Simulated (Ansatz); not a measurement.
Input for Ansatz (a first-principles code): U-CCSD(T)/def2-TZVPP on BrFHIn (SMILES [F][InH][Br]), a point of a bond scan (R = 3.911 Å). Elements past Kr take the def2 small-core potentials; no spin–orbit coupling. The run froze 24 orbitals, filled d shells among them.

Ansatz 0.2 input:
```yaml
crystal:
  periodic: [false, false, false]
  atoms:
    - {symbol: In, position_ang: [-0.57248562, 0.30095081, -0.56327296]}
    - {symbol: H, position_ang: [-1.87410848, -0.22606744, -1.51617296]}
    - {symbol: F, position_ang: [0.54042276, 4.04976601, -0.64104162]}
    - {symbol: Br, position_ang: [0.85914820, -0.97424994, 0.98674182]}
basis:
  gaussian:
    orbitals: def2-TZVPP
correlation: {method: ccsd_t, electrons: outside_noble_gas}
scf: {omitted_lower_state_checks: [cluster_reference]}
magnetization: {spin_polarized: true, initial_magnetization: 0}
```

It printed:

```
WARN ansatz: RAYON_NUM_THREADS=1 ignored (pool sized by the plan → 1); use --threads N
Functional definition: HF
these checks for a lower state are left out or cut short: cluster_reference
integrals: 0.48 GiB planned
1095 factors; integrals over basis functions are off by at most 9.8e-4 eV
mean field: 0.73 GiB planned
mean field evaluation 1: about -77863.3042 eV, gradient 3.1e1 eV
mean field evaluation 2: about -77863.3049 eV, gradient 3.1e1 eV
mean field evaluation 4: about -77867.1206 eV, gradient 9.2e0 eV
mean field evaluation 8: about -77867.5183 eV, gradient 5.4e-1 eV
mean field evaluation 16: about -77867.5640 eV, gradient 2.2e0 eV
mean field evaluation 32: about -77869.6377 eV, gradient 1.4e-7 eV
mean field evaluation 64: about -77868.7234 eV, gradient 8.2e0 eV
mean field evaluation 96: about -77869.6377 eV, gradient 1.3e-6 eV
mean field evaluation 128: about -77869.5822 eV, gradient 6.2e-3 eV
mean field evaluation 160: about -77869.6319 eV, gradient 3.6e-1 eV
mean field evaluation 192: about -77869.6377 eV, gradient 2.7e-2 eV
mean field evaluation 224: about -77869.5787 eV, gradient 3.3e-6 eV
mean field evaluation 256: about -77869.5933 eV, gradient 3.7e-1 eV
mean field evaluation 288: about -77867.5224 eV, gradient 3.3e-5 eV
mean field -77869.63768561 eV, -2861.6564030100 hartree, gradient 1.2e-7 eV, S^2 1.002414; 17 other end points of the search recorded, 0 dependent functions left out
24 core orbitals not correlated, not the lowest: weight in the atoms' cores, before any rotation towards them, 0.905 or more for the frozen orbitals, at most 0.111 for the correlated occupied ones
reference -77869.63768561 eV, -2861.6564030100 hartree; 9, 9 occupied and 110, 110 virtual orbitals, 1095 factors
second order -11.15900996 eV of doubles, -0.00000000 eV of singles
coupled cluster: 1.00 GiB planned
cycle   1  -11.85462163 eV  change   -7.0e-1 eV  update   7.1e-2
cycle   2  -12.12915823 eV  change   -2.7e-1 eV  update   2.7e-2
cycle   3  -12.16832946 eV  change   -3.9e-2 eV  update   2.5e-2
cycle   4  -12.17718237 eV  change   -8.9e-3 eV  update   1.9e-2
cycle   5  -12.18137990 eV  change   -4.2e-3 eV  update   1.7e-2
cycle   6  -12.21237296 eV  change   -3.1e-2 eV  update   1.5e-2
cycle   7  -12.22901551 eV  change   -1.7e-2 eV  update   8.4e-3
cycle   8  -12.23711933 eV  change   -8.1e-3 eV  update   4.0e-3
cycle   9  -12.23764994 eV  change   -5.3e-4 eV  update   1.9e-3
cycle  10  -12.23913623 eV  change   -1.5e-3 eV  update   1.4e-3
cycle  11  -12.23999579 eV  change   -8.6e-4 eV  update   1.1e-3
cycle  12  -12.24101367 eV  change   -1.0e-3 eV  update   7.9e-4
cycle  13  -12.24074352 eV  change    2.7e-4 eV  update   5.2e-4
cycle  14  -12.24148476 eV  change   -7.4e-4 eV  update   2.8e-4
cycle  15  -12.24127321 eV  change    2.1e-4 eV  update   1.6e-4
cycle  16  -12.24125234 eV  change    2.1e-5 eV  update   1.3e-4
cycle  17  -12.24123134 eV  change    2.1e-5 eV  update   1.2e-4
cycle  18  -12.24123190 eV  change   -5.6e-7 eV  update   1.2e-4
cycle  19  -12.24126203 eV  change   -3.0e-5 eV  update   1.2e-4
cycle  20  -12.24123407 eV  change    2.8e-5 eV  update   1.1e-4
cycle  21  -12.24118964 eV  change    4.4e-5 eV  update   9.9e-5
cycle  22  -12.24120563 eV  change   -1.6e-5 eV  update   8.2e-5
cycle  23  -12.24127545 eV  change   -7.0e-5 eV  update   6.1e-5
cycle  24  -12.24128767 eV  change   -1.2e-5 eV  update   3.5e-5
cycle  25  -12.24129486 eV  change   -7.2e-6 eV  update   2.0e-5
coupled cluster: 1.01 GiB planned
perturbative correction -0.35537378 eV, -0.0130597457 hartree
Total energy: -77882.23435425 eV, -2862.1193220442 hartree
Checks for a lower state left out: cluster_reference
```

Self-consistency was reached. Its determinant has ⟨S²⟩ = 1.00, a mixture of spin states.

Cost: about 110 core-seconds (a rough figure).
